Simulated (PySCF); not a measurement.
Stepwise substitution at one centre (B Br-NH2). Gas-phase values, no solvent. Strings in code marks are SMILES.

The HOMO from two functionals at the same geometries (B3LYP-D3(BJ)/def2-TZVP), both in PySCF: PBE-D3(BJ)/def2-TZVP and B3LYP-D3(BJ)/def2-TZVP. B3LYP has the VWN-RPA correlation part, as in Gaussian. 

| species | B3LYP-D3(BJ)/def2-TZVP (eV) |
|---|---|
| 0 of 3 Br replaced by NH2 (`BrB(Br)Br`) | -8.04 |
| 1 of 3 Br replaced by NH2 (`NB(Br)Br`) | -7.84 |
| 2 of 3 Br replaced by NH2 (`NB(N)Br`) | -7.19 |
| 3 of 3 Br replaced by NH2 (`NB(N)N`) | -6.30 |

Question: What does PBE-D3(BJ)/def2-TZVP give for each?

Answer: 
- 0 of 3 Br replaced by NH2 (`BrB(Br)Br`): -7.03
- 1 of 3 Br replaced by NH2 (`NB(Br)Br`): -6.82
- 2 of 3 Br replaced by NH2 (`NB(N)Br`): -6.00
- 3 of 3 Br replaced by NH2 (`NB(N)N`): -5.08
Over these rows, drawn at random from the members with no instability flagged (it was tested for open shells, ions and some series alone), PBE minus B3LYP-D3(BJ): mean +1.11 eV, from +1.02 eV to +1.22 eV.
